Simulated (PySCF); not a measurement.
La(OH)3(NH3) at several levels of theory

Computed with PySCF 2.14.0 (density fitting, no spin-orbit coupling) at the geometry relaxed with PBE0:

```xyz
11
La(OH)3(NH3) (singlet)
La    0.1770   -0.2177    0.2699
O     1.2873    1.3833    1.3031
H     1.8140    1.9983    1.8129
O    -1.4926   -1.1903    1.3350
H    -2.1236   -1.6848    1.8583
O     1.2161   -1.3517   -1.3108
H     1.7363   -1.8857   -1.9107
N    -1.3424    1.3645   -1.3457
H    -1.9507    1.9878   -0.8131
H    -0.7845    1.9606   -1.9584
H    -1.9532    0.8176   -1.9540
```

```csv
level,basis,state,HOMO (eV),gap (eV),charge on La1 (e),population of f-type functions on La1 (core shells left out),dipole about the centre of mass (D),largest force component (eV/Å)
PBE0,"La def2-SVP with ECP46, O def2-SVP, H def2-SVP, N def2-SVP",singlet,-6.82,6.32,0.99,0.20,4.37,0.01
PBE0,"La def2-TZVP with ECP46, O def2-TZVP, H def2-TZVP, N def2-TZVP",singlet,-7.16,6.56,1.45,0.19,4.35,0.24
```

Charges are Mulliken's, which hang on the basis. The relaxation used the grid (50, 194), these runs (75, 302) or, all-electron (x2c bases, spin-free X2C Hamiltonian), (99, 590).

Question: A further run in the first row's basis gives HOMO (eV) -5.26, gap (eV) 4.26, charge on La1 (e) 0.77, population of f-type functions on La1 (core shells left out) 0.19, dipole about the centre of mass (D) 4.31, largest force component (eV/Å) 0.42. Which level was it?
A. B3LYP
B. BP86

Answer: B. The others give HOMO -6.52 eV (B3LYP).

In the first row's basis the gap widens with exact exchange: 4.3 eV for BP86 (none); 5.7 to 6.3 eV for B3LYP, PBE0 (a fixed share).
